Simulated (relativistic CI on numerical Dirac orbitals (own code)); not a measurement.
Computed by Dirac-Coulomb-Breit CI, separate exchange-only KLI orbitals for each configuration, model QED, unscaled Slater integrals (own radial code, finite nucleus).

The strongest absorption lines from the ground level of an ion, among the configurations computed and to levels below about 530 eV (vacuum wavelength in nm, gf): 2.3626 (0.046), 2.3648 (0.024), 2.7060 (0.096), 2.7112 (0.051), 3.7326 (0.3), 3.7526 (0.17), 27.285 (0.49), 30.283 (0.22).

(1) Which ion is it?
A. Cu18+
B. As22+
C. Cu20+
D. Mn14+

Results:

(1) A. Cu18+ has 11 electrons and the ground level 3s 2S_1/2; the strongest line goes to 3p 2P°_3/2. The pattern of lines fixes the number of electrons, and along that sequence the line energies rise steadily with the charge (about as its square where n changes within one kind of shell, about linearly where n is kept but much faster in heavy ions where fine structure, which grows about as Z⁴, sets the gap, and irregularly where shells cross), which fixes Z. Configurations outside the model, such as inner-shell arrays, can give stronger lines. At this charge energies of transitions that change n are usually good to better than 1 %, and those within a shell (Δn = 0) to a few per cent.
